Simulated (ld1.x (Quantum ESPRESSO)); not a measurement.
# Te (Z = 52), TM: configuration errors across variants

ld1.x (Quantum ESPRESSO) 7.5 input, shortened:

```
&input
   title='Te', zed=52., rel=1, dft='PZ', iswitch=3,
   config='[Kr] 4d10 5s2 5p4'
 /
 &inputp
   pseudotype=2, tm=.true., lloc=1,
   nlcc=.true.
 /
3
5S  1  0   2.00   0.00  1.95  1.95  0.0
4D  3  2  10.00   0.00  1.35  1.35  0.0
5P  2  1   4.00   0.00  1.60  1.60  0.0
 &test
   configts(1)='4d10 5s2 5p4'
 /
```

All-electron excitation energies from the reference (eV): (1) 4d10 5s2 5p3 9.916; (2) 4d10 5s2 5p2 28.089; (3) 4d10 5s2 5p1 55.321; (4) 4d9 5s2 5p5 38.151; (5) 4d10 5s2 5p3.5 3.985; (6) 4d10 5s0 5p6 18.915; (7) 4d10 5s2 5p4.3 -1.516; (8) 4d10 5s2 5p4 spin -0.480; (9) 4d10 5s2 5p3 spin 8.605.

Spin tests fill each open shell by Hund’s rule, majority spin first.

The default core radius of the base comes out at 0.58 bohr.

4 further variants failed, have other tests or too few solved ones, and are left out.

A true bound ghost makes a file unfit for plane-wave use even where its test errors are small: the radial tests pick states by their node count and pass the ghost by.

Errors AE − PS in meV (a dash: test not solved or not reliable):

```csv
change,(1),(2),(3),(4),(5),(6),(7),(8),(9),bound ghosts
base,+1.6,+9.9,+15,-237,-0.1,+2.7,+0.6,+0.3,-2.8,s
wave 5s (bound): rc 1.95 bohr becomes 5s (bound): rc 2.62 bohr,+2.6,+18,+44,-162,+0.1,-67,+0.7,+2.5,+6.0,s
local potential the s channel,-0.6,+1.6,+4.1,-357,-0.6,-3.2,+0.5,+0.1,-2.0,p
wave 5p (bound): rc 1.60 bohr becomes 5p (bound): rc 1.96 bohr,-0.1,+5.6,+20,-456,-0.5,-9.2,+0.5,+4.6,+12,none
wave 4d (bound): rc 1.35 bohr becomes 4d (bound): rc 1.38 bohr,+1.6,+9.9,+15,-234,-0.1,+2.7,+0.6,+0.3,-2.8,s
core correction a·sin(br)/r model core inside 1.36 bohr,+1.5,+9.9,+15,-203,-0.1,+3.8,+0.5,+0.6,-1.4,s
```

Task: Give the same row for: all radii but the core radius scaled by about 1.26 (s 2.46, p 2.02, d 1.70 bohr).

Result: +0.3, +9.1, +32, -346, -0.5, -63, +0.5, +5.8, +17; bound ghosts: none.
